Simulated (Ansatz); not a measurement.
Consider the substitution at a C–C bond: `CC(S)[SiH2]F` + H–F → `F[SiH2]C(F)S` + CH₄.

Gas-phase electronic energies from Ansatz, PBE0-D4/def2-TZVP geometries. CCSD(T)/CBS is the MP2 limit (def2-TZVPP, def2-QZVPP) plus CCSD(T) − MP2 in def2-TZVPP, frozen cores. This one scheme is used for every species. Functionals use def2-TZVPP. B3LYP here is the variant with VWN-RPA as its local correlation; programs differ in this. One conformer a species, not always the lowest.

Task: Is it downhill or uphill in electronic energy at CCSD(T)/CBS, and by how much? (Estimate.)

Result: The calculation gave: Uphill: ΔE = +14.8 kcal/mol.

Task: What do these levels give: PBE0-D4, B3LYP-D4, B2PLYP, r2SCAN, HF/def2-TZVPP, MP2/def2-TZVPP, SCS-MP2/def2-TZVPP, CCSD/def2-TZVPP, CCSD(T)/def2-TZVPP, HF/def2-QZVPP, MP2/def2-QZVPP, MP2/CBS(def2)? (An estimate is asked.)

Result: The calculation gave: PBE0-D4 12.8, B3LYP-D4 9.9, B2PLYP 10.6, r2SCAN 9.6, HF/def2-TZVPP 8.8, MP2/def2-TZVPP 16.9, SCS-MP2/def2-TZVPP 14.4, CCSD/def2-TZVPP 13.6, CCSD(T)/def2-TZVPP 14.0, HF/def2-QZVPP 8.8, MP2/def2-QZVPP 17.3, MP2/CBS(def2) 17.6 kcal/mol.

Largest T1 diagnostic among the species: 0.012.

From PBE to PBE0 (25 % exact exchange), in def2-TZVPP and without D4, ΔE moves by +2.2 kcal/mol. The D4 term adds +2.2 kcal/mol with B3LYP and +1.2 kcal/mol with PBE0; it sums over pairs of atoms, weighted by their polarisabilities, and B3LYP, whose exchange is more repulsive, gets the larger term. In def2-TZVPP, CCSD(T) changes the Hartree–Fock value by +5.2 kcal/mol (the triples alone add +0.3 kcal/mol) and MP2 by +8.1 kcal/mol.
